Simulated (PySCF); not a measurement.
Molecule: `Oc1ccc(F)s1`, C$_{4}$H$_{3}$FOS.

Bonds (- single, = double, # triple, : aromatic): O1-C2, C2:C3, C3:C4, C4:C5, C5-F6, C5:S7, S7:C2. O1 carries H8; C3 carries H9; C4 carries H10.

Frames of a GFN2-xTB Langevin trajectory at 300 K; GIAO PBE0/pcSseg-1 shieldings in PySCF 2.14, gas phase, non-relativistic; equivalent atoms averaged within each frame.

Shifts are taken against calculated references (same method and geometry level): H2O for 17O (σ = 336.08 ppm); 13C (σ = 186.93 ppm) and 1H (σ = 31.72 ppm) vs TMS; CFCl3 for 19F (σ = 170.95 ppm); 33S (σ = 503.73 ppm) against CS2. The references are static minima.

How do the shifts (ppm) fluctuate along the trajectory?

Answers


| time (fs) | O1 | C5 | C2 | C4 | C3 | F6 | S7 | H10 | H9 | H8 |
| --- | --- | --- | --- | --- | --- | --- | --- | --- | --- | --- |
| optimised geometry | 103.8 | 161.8 | 157.7 | 110.3 | 102.7 | -146.9 | 154 | 6.26 | 5.95 | 4.00 |
| 250 | 98.7 | 163.6 | 157.5 | 111.9 | 103.2 | -147.8 | 178 | 6.63 | 5.86 | 3.82 |
| 425 | 108.5 | 158.2 | 169.3 | 106.3 | 111.9 | -150.3 | 190 | 6.46 | 6.50 | 3.72 |
| 625 | 104.8 | 168.8 | 158.8 | 107.8 | 107.5 | -123.9 | 122 | 6.50 | 6.49 | 2.86 |
| 800 | 104.9 | 168.3 | 169.0 | 116.9 | 103.7 | -132.9 | 207 | 6.79 | 5.76 | 3.44 |
| 1000 | 99.2 | 165.7 | 161.3 | 113.5 | 106.2 | -143.6 | 177 | 6.28 | 5.91 | 3.89 |
| mean of frames | 103.2 | 164.9 | 163.2 | 111.3 | 106.5 | -139.7 | 175 | 6.53 | 6.10 | 3.55 |
| standard deviation | 4.2 | 4.3 | 5.6 | 4.3 | 3.5 | 11.1 | 32 | 0.19 | 0.36 | 0.42 |

5 frames give an uncertainty of the mean of about the standard deviation over 2.2 at best, since frames this close in time may not be independent; classical motion lacks zero-point vibration, and the reference would need the same averaging.
